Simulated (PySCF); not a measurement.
AlF2Br, SMILES [F][Al]([F])[Br]. Geometry optimised at B3LYP-D3(BJ)/def2-SVP.

These are B3LYP-D3(BJ)/def2-SVP run with PySCF values and carry that method's errors.

Harmonic wavenumbers (cm⁻¹): 167, 216, 253, 413, 829, 971. Rotational constants (GHz): 6.614, 1.832, 1.434; symmetry number 2.

Q: Work out the zero-point energy and the ideal-gas rigid-rotor harmonic-oscillator thermochemistry at 298.15 K and 1 atm.

A: ZPE = ½ Σ hcν = ½ × 2849 cm⁻¹ = 17.04 kJ/mol. H − E(el) = 32.32 kJ/mol. Entropy in J/(mol K): translation 170.80, rotation 108.53, vibration 30.88, total 310.21. G − E(el) = -60.17 kJ/mol. Cp = 66.37 J/(mol K).
